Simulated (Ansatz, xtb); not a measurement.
## Two isomers of C2H4FI

Structure I is `FCCI`, a singlet and structure II is `C[C@H](F)I`, a singlet. Both are isolated molecules in the gas phase, relaxed with PBE0-D3(BJ)/def2-SVP; the shapes shown needn't be the lowest conformers.

I (Å):

```xyz
8

C     1.2165    0.2448    0.8250
C     2.6593    0.6419    0.6251
F     0.8412   -0.5648   -0.2172
I     3.3228    1.9148    2.2231
H     1.0876   -0.3053    1.7720
H     0.5632    1.1329    0.8436
H     2.7967    1.2071   -0.3053
H     3.3217   -0.2329    0.6239
```

II (Å):

| atom | x (Å) | y (Å) | z (Å) |
| --- | --- | --- | --- |
| C | 1.6558 | 0.0998 | 0.1513 |
| C | 2.2653 | 0.6556 | 1.4043 |
| F | 1.3707 | 0.6499 | 2.4151 |
| I | 2.9686 | 2.7067 | 1.1013 |
| H | 1.3193 | -0.9300 | 0.3536 |
| H | 0.7879 | 0.6987 | -0.1575 |
| H | 2.3879 | 0.0814 | -0.6666 |
| H | 3.1720 | 0.1216 | 1.7236 |

Energies in hartree; the thermal terms are from PBE0-D3(BJ)/def2-SVP harmonic frequencies (ideal gas, rigid rotor, one conformer each, 1000 K, 1 atm) and include the zero-point energy:

```
                              I           II
E, CCSD(T)/def2-SVP  −474.643507  −474.644422
    E, MP2/def2-SVP  −474.592882  −474.594072
  E, MP2/def2-TZVPP  −475.324888  −475.325238
  zero-point energy     0.058847     0.058099
      H(1000 K) − E     0.094232     0.093937
      G(1000 K) − E    −0.073522    −0.073830
```

**Question.** Correct the CCSD(T) difference for the basis set by the MP2 change, then work out ΔE, ΔE₀, ΔH and ΔG for I → II in kJ/mol (1 Eh = 2625.50 kJ/mol) and the equilibrium ratio [II]/[I].

**Answer.** 1. Differences II − I: CCSD(T) −0.000915, MP2 in the small set −0.001190, MP2 in the large set −0.000350 Eh.
2. ΔE = −0.000915 + (−0.000350 − (−0.001190)) = −0.000075 Eh = −0.20 kJ/mol.
3. ΔE₀ = ΔE + ΔZPE = −0.000075 + (−0.000748) Eh = −2.16 kJ/mol.
4. ΔH = ΔE + (−0.000295) Eh = −0.97 kJ/mol.
5. ΔG = ΔE + (−0.000308) Eh = −1.01 kJ/mol, so ΔS = (ΔH − ΔG)/T = 0.0 J/(mol K).
6. kT = 3.1668 mEh, so K = [II]/[I] = exp(−ΔG/kT) = exp(+0.12) ≈ 1.1.

The two are too close for this level to say which is favoured. An error of 4 kJ/mol in ΔG would change K by a factor of 1.6. Mirror images and further conformers aren't counted.

As drawn, both hold the same kinds of bond in the same numbers. Structure I has 0 methyl groups, II 1.

Other levels gave ΔE = −0.9 (GFN2-xTB); −9.8 (HF/STO-3G, GFN2-xTB geometries); −11.9 (r2SCAN-D4/def2-SVP, GFN2-xTB geometries); −6.9 (PBE0-D3(BJ)/def2-SVP); +6.3 (HF/def2-SVP); −3.1 (MP2/def2-SVP); −2.4 (CCSD(T)/def2-SVP) kJ/mol. The correlated steps freeze 7 core orbitals; the filled d shell of I is correlated, in a basis made for valence electrons. Atoms past krypton carry core potentials in the def2 sets, without spin–orbit terms. Programs: Ansatz 0.2.0, xtb 6.7.1.
